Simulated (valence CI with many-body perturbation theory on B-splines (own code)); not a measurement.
# Energy levels of Tb XV

Calculated by relativistic CI+MBPT: five valence electrons over a frozen Dirac-Fock core [Kr] 4d10, radial functions for each j: 7 s, 7 p, 7 d, 7 f, 4 g, 2 h, with the one-electron correlation potential Σ1 (screened to all orders), the two-electron term Σ2, the three-electron term Σ3, Breit, model QED; selected single and double excitations, second order for the rest, scaled by the run's own slope (own B-spline code, finite nucleus).

No measured spectrum was set against this ion. As an estimate, terms of the open shell hold to a few per cent of their energy, and close levels can change places; configurations with another count of f electrons can be misplaced by thousands of cm⁻¹. Among the levels kept, up to 1200 cm⁻¹ of a level comes from second order outside the variational space, and about a tenth of that is noise between levels of different J, which matters for small intervals. The lowest computed level is not the ground level that NIST lists (6H°5/2, for many ions itself from theory).

Levels 46 to 90 of 206, with energies above the lowest level, 4f4 5s 6I_7/2. "Leading %" is the weight of the configuration and term that name the level; weights of strongly mixed levels are sums over their largest components and can fall short. In the jj column 3d3/2^4 stands for four electrons in 3d with j = 3/2. Lifetimes count E1, E2, E3, M1 and M2 decay at the calculated energies, and are blank where another channel may lead or the interval is too uncertain; long ones can be off by a factor of two.

| No. | Configuration | Term | J | E (eV) | Leading % | Second component | Leading jj | Lifetime |
| --- | --- | --- | --- | --- | --- | --- | --- | --- |
| 46 | 4f4 5s | 4G | 7/2 | 5.604 | 49 | 18 % 4f4 5s 4F | 4f5/2^2 4f7/2^2 5s (64 %) | 34.9 ms |
| 47 | 4f5 | 6H° | 9/2 | 5.702 | 96 |  | 4f5/2^3 4f7/2^2 (60 %) | 1.36 ms |
| 48 | 4f4 5s | 4F | 5/2 | 5.771 | 51 | 21 % 4f4 5s 4D | 4f5/2^2 4f7/2^2 5s (55 %) | 53.9 ms |
| 49 | 4f4 5s | 4F | 7/2 | 5.779 | 54 | 16 % 4f4 5s 2G | 4f5/2^3 4f7/2 5s (45 %) | 79.6 ms |
| 50 | 4f4 5s | 4F | 9/2 | 5.785 | 29 | 19 % 4f4 5s 2G | 4f5/2^3 4f7/2 5s (46 %) | 19.3 ms |
| 51 | 4f3 5s2 | 4F° | 7/2 | 5.892 | 78 | 16 % 4f3 5s2 2G° | 4f5/2^2 4f7/2 5s^2 (66 %) | 26.5 ms |
| 52 | 4f4 5s | 4S | 3/2 | 5.902 | 50 | 28 % 4f4 5s 4D | 4f5/2^2 4f7/2^2 5s (56 %) | 53.6 ms |
| 53 | 4f3 5s2 | 4S° | 3/2 | 5.905 | 84 | 10 % 4f3 5s2 2P° | 4f5/2^2 4f7/2 5s^2 (64 %) | 522 ms |
| 54 | 4f4 5s | 4P | 1/2 | 5.910 | 49 | 44 % 4f4 5s 4D | 4f5/2^2 4f7/2^2 5s (67 %) | 47.7 ms |
| 55 | 4f4 5s | 4L | 15/2 | 5.959 | 49 | 18 % 4f4 5s 2L | 4f5/2^2 4f7/2^2 5s (54 %) | 84.4 ms |
| 56 | 4f4 5s | 4L | 17/2 | 5.984 | 52 | 25 % 4f4 5s 4M | 4f5/2^2 4f7/2^2 5s (69 %) | 71.7 ms |
| 57 | 4f5 | 6H° | 11/2 | 6.018 | 97 |  | 4f5/2^2 4f7/2^3 (47 %) | 1.22 ms |
| 58 | 4f4 5s | 4H | 13/2 | 6.104 | 74 | 8 % 4f4 5s 2K | 4f5/2 4f7/2^3 5s (50 %) | 29.7 ms |
| 59 | 4f4 5s | 4L | 19/2 | 6.138 | 71 | 27 % 4f4 5s 4M | 4f5/2^2 4f7/2^2 5s (74 %) | 107 ms |
| 60 | 4f4 5s | 2K | 13/2 | 6.174 | 55 | 20 % 4f4 5s 4L | 4f5/2 4f7/2^3 5s (54 %) | 25.2 ms |
| 61 | 4f4 5s | 4D | 7/2 | 6.189 | 54 | 15 % 4f4 5s 4F | 4f5/2^2 4f7/2^2 5s (59 %) | 61.6 ms |
| 62 | 4f4 5s | 4F | 9/2 | 6.191 | 49 | 30 % 4f4 5s 4G | 4f5/2 4f7/2^3 5s (57 %) | 38.8 ms |
| 63 | 4f5 | 6H° | 13/2 | 6.342 | 96 |  | 4f5/2^2 4f7/2^3 (45 %) | 1.12 ms |
| 64 | 4f3 5s2 | 4F° | 9/2 | 6.368 | 68 | 22 % 4f3 5s2 2H° | 4f5/2 4f7/2^2 5s^2 (82 %) | 24.1 ms |
| 65 | 4f4 5s | 4M | 17/2 | 6.402 | 46 | 26 % 4f4 5s 2L | 4f5/2^2 4f7/2^2 5s (69 %) | 90.7 ms |
| 66 | 4f4 5s | 4P | 3/2 | 6.421 | 42 | 25 % 4f4 5s 4F | 4f5/2^2 4f7/2^2 5s (71 %) | 29.2 ms |
| 67 | 4f4 5s | 4G | 5/2 | 6.423 | 73 | 12 % 4f4 5s 2F | 4f5/2^3 4f7/2 5s (55 %) | 30.0 ms |
| 68 | 4f5 | 6F° | 1/2 | 6.484 | 95 | 5 % 4f5 4D° | 4f5/2^3 4f7/2^2 (51 %) | 583 μs |
| 69 | 4f4 5s | 4P | 1/2 | 6.488 | 49 | 38 % 4f4 5s 4D | 4f5/2^2 4f7/2^2 5s (46 %) | 51.0 ms |
| 70 | 4f3 5s2 | 4G° | 5/2 | 6.507 | 83 |  | 4f5/2^2 4f7/2 5s^2 (37 %) | 2.30 ms |
| 71 | 4f4 5s | 2D | 5/2 | 6.512 | 32 | 30 % 4f4 5s 4P | 4f5/2^3 4f7/2 5s (40 %) | 29.1 ms |
| 72 | 4f4 5s | 4F | 9/2 | 6.518 | 46 | 25 % 4f4 5s 2H | 4f5/2^2 4f7/2^2 5s (70 %) | 11.5 ms |
| 73 | 4f5 | 6F° | 3/2 | 6.534 | 92 |  | 4f5/2^4 4f7/2 (41 %) | 603 μs |
| 74 | 4f4 5s | 2K | 15/2 | 6.536 | 44 | 34 % 4f4 5s 4M | 4f5/2^2 4f7/2^2 5s (53 %) | 30.4 ms |
| 75 | 4f4 5s | 4F | 9/2 | 6.583 | 35 | 31 % 4f4 5s 4G | 4f5/2^2 4f7/2^2 5s (47 %) | 18.0 ms |
| 76 | 4f4 5s | 4G | 7/2 | 6.601 | 45 | 22 % 4f4 5s 2G | 4f5/2^2 4f7/2^2 5s (46 %) | 41.2 ms |
| 77 | 4f3 5s2 | 2H° | 11/2 | 6.624 | 85 | 10 % 4f3 5s2 4G° | 4f5/2 4f7/2^2 5s^2 (70 %) | 12.1 ms |
| 78 | 4f4 5s | 4F | 3/2 | 6.640 | 56 | 14 % 4f4 5s 2D | 4f5/2^2 4f7/2^2 5s (50 %) | 25.7 ms |
| 79 | 4f5 | 6F° | 5/2 | 6.656 | 86 | 5 % 4f3 5s2 4G° | 4f5/2^3 4f7/2^2 (48 %) | 672 μs |
| 80 | 4f5 | 6H° | 15/2 | 6.664 | 93 | 7 % 4f5 4I° | 4f5/2^2 4f7/2^3 (39 %) | 1.08 ms |
| 81 | 4f3 5s2 | 4G° | 7/2 | 6.667 | 45 | 32 % 4f3 5s2 2G° | 4f5/2^2 4f7/2 5s^2 (67 %) | 2.18 ms |
| 82 | 4f4 5s | 4G | 11/2 | 6.689 | 63 | 16 % 4f4 5s 4H | 4f5/2 4f7/2^3 5s (36 %) | 17.6 ms |
| 83 | 4f4 5s | 6D | 1/2 | 6.734 | 92 | 4 % 4f4 5s 4P | 4f5/2^2 4f7/2^2 5s (41 %) | 256 ms |
| 84 | 4f4 5s | 4F | 5/2 | 6.800 | 42 | 21 % 4f4 5s 6D | 4f5/2^2 4f7/2^2 5s (54 %) | 30.8 ms |
| 85 | 4f4 5s | 4I | 9/2 | 6.816 | 65 | 22 % 4f4 5s 2H | 4f5/2^2 4f7/2^2 5s (37 %) | 8.10 ms |
| 86 | 4f4 5s | 4I | 11/2 | 6.882 | 83 | 10 % 4f4 5s 2H | 4f5/2^2 4f7/2^2 5s (52 %) | 5.54 ms |
| 87 | 4f5 | 6F° | 7/2 | 6.885 | 84 |  | 4f5/2^3 4f7/2^2 (35 %) | 712 μs |
| 88 | 4f4 5s | 4F | 7/2 | 6.888 | 51 | 22 % 4f4 5s 4D | 4f5/2^2 4f7/2^2 5s (43 %) | 26.1 ms |
| 89 | 4f4 5s | 6D | 3/2 | 6.891 | 70 | 16 % 4f4 5s 4F | 4f5/2^3 4f7/2 5s (42 %) | 39.6 ms |
| 90 | 4f4 5s | 4F | 3/2 | 6.955 | 52 | 17 % 4f4 5s 6D | 4f5/2^2 4f7/2^2 5s (54 %) | 14.0 ms |

Names give the largest LS component (configuration and term), which can be under half, so a name can repeat, a term be missing and a line seem to break the LS rules; names also repeat where a configuration has a term twice.

Where two levels of one J and parity lie close, their mixing, g and order are uncertain.
